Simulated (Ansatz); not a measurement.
**Which method gave which barrier?**

Saddle point of CH6FGa, singlet (CH₅Ga ([CH3][GaH2]) + HF → GaH₂F ([F][GaH2]) + CH₄; bonds formed: Ga1–F6, C2–H5; bonds broken: Ga1–C2, H5–F6), PBE0-D4/def2-TZVP structure:

```
9
angstrom
Ga -1.0281 -0.3563 -0.4442
C 0.9205 -0.0958 0.4027
H -0.9336 -0.8213 -1.9258
H -2.0921 -0.6830 0.6436
H 0.1007 1.0504 0.0049
F -0.7437 1.6700 -0.4054
H 1.1248 0.3591 1.3754
H 1.7695 0.0518 -0.2657
H 0.8819 -1.1749 0.6145
```

Ansatz 0.2.0; basis: def2-TZVPP, with def2-QZVPP for the basis limit; cores frozen in the correlated methods. Filled d shells of the heavier atoms are correlated. The def2 sets are not built for correlating such inner shells, so the correlated values are less sure here. Extrapolation: Hartree–Fock as exp(−7.88 √X), correlation as X^−2.97. Four methods, as single points on the PBE0-D4 structures, gave these electronic barriers from the start structure: 5.78, 8.85, 13.76, 21.84 kcal/mol.

Q: The methods were, in alphabetical order, BHLYP-D4, HF, PBE-D4, PBE0-D4. Which gave which? (A judgement: the text doesn't fix the answer.)

A: The calculation gives: PBE-D4 5.78; PBE0-D4 8.85; BHLYP-D4 13.76; HF 21.84 kcal/mol. For comparison, CCSD(T) at an estimated basis limit (MP2 extrapolated from triple and quadruple zeta, plus CCSD(T) − MP2 in triple zeta) gives 12.11 kcal/mol.

The T1 diagnostic stays at or below 0.013.

Labels in which every atom is bracketed show which atoms are joined, not bond orders.

For scale, one of the runs: CCSD(T)/def2-TZVPP, 194 basis functions, launched by `ansatz run in.yaml --threads 4 --pin off --events-out ev --progress --plain --max-ram 9574MiB`. Time: 47 s of wall clock on 4 CPU threads of an Intel Xeon; the host was shared. Peak host memory: 2.3 GiB.
